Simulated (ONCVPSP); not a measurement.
Reading a pseudo-wave (tungsten)

Columns: radius, all-electron u(r) and pseudo u(r) of the 5p shell (level -47.86 eV) of tungsten in the configuration [Kr] 4d10 4f14 5s2 5p6 5d4 6s1; PBE, non-relativistic, ONCV scheme, ONCVPSP 4.0.1.

```
r (bohr)  all-electron  pseudo
   0.128        0.3027  0.0224
   0.255       -0.0910  0.0900
   0.382       -0.5280  0.2039
   0.510       -0.3043  0.3601
   0.638        0.1646  0.5412
   0.765        0.5791  0.7193
   0.893        0.8548  0.8679
   1.020        0.9913  0.9624
   1.148        1.0239  0.9950
   1.275        0.9873  0.9706
   1.402        0.9108  0.9041
   1.530        0.8141  0.8124
   1.658        0.7117  0.7115
   1.785        0.6127  0.6127
   1.912        0.5212  0.5212
   2.040        0.4386  0.4386
   2.168        0.3663  0.3663
   2.295        0.3045  0.3045
   2.422        0.2519  0.2519
   2.550        0.2073  0.2073
   2.678        0.1700  0.1700
   2.805        0.1392  0.1392
   2.932        0.1137  0.1137
   3.060        0.0925  0.0925
   3.188        0.0751  0.0751
   3.315        0.0610  0.0610
```

(1) How many radial nodes do the two functions have?

(2) At about which radius was the pseudo-wave matched?

(3) Where does each function peak?

(4) Is the pseudo-wave norm-conserving?

## Answers

(1) The all-electron 5p function has n − l − 1 = 3 (the table is too coarse to show those close to the nucleus); the pseudo-wave has 0, since the states of the same l below it are removed with the core.

(2) 1.80 bohr. The columns agree to 0.0005 from 1.66 bohr on; several derivatives are matched, so the curves merge somewhat inside the radius.

(3) Outermost all-electron maximum near 1.15 bohr, pseudo maximum near 1.15 bohr (to the table’s step).

(4) Yes: the ONCV scheme keeps the norm inside the radius equal to the all-electron one, which fixes the energy derivative of the logarithmic derivative at the level.
